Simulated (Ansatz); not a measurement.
CH3AlClGa (`[Cl][Al]1[CH2][GaH]1`), relaxed with RKS PBE0-D4/def2-TZVP in the Gaussian-basis code of Ansatz from a GFN2-xTB geometry. The force threshold is 0.005 eV/Å; the program also tests the step.

Total charge 0; spin multiplicity 1.

Start:

```xyz
7

Cl   -2.301   -1.115    2.121
Al   -0.784   -0.370    0.992
C     0.961    0.113    0.334
Ga   -0.656    0.268   -1.525
H     0.995    1.196    0.595
H     1.904   -0.301    0.726
H    -0.119    0.208   -3.242
```

Problem. How much energy does the relaxation release, and in how many steps? (An estimate is asked.)

Solution. Computed: 19.93 kcal/mol, in 13 steps.

Problem. Which bonds change most? (Estimate.)

Solution. The calculation gave: C3–Ga4 from 2.469 to 2.033 Å; Ga4–H7 from 1.800 to 1.569 Å; Al2–Ga4 from 2.600 to 2.406 Å; Cl1–Al2 from 2.032 to 2.101 Å.

Problem. Give the relaxed structure. (Best estimate.)

Solution. The calculation gave: 
```xyz
7

Cl   -2.107   -1.092    2.390
Al   -1.040   -0.276    0.774
C     0.792    0.033    0.265
Ga   -0.281    0.260   -1.446
H     0.753    1.116    0.545
H     1.802   -0.336    0.445
H     0.081    0.294   -2.973
```
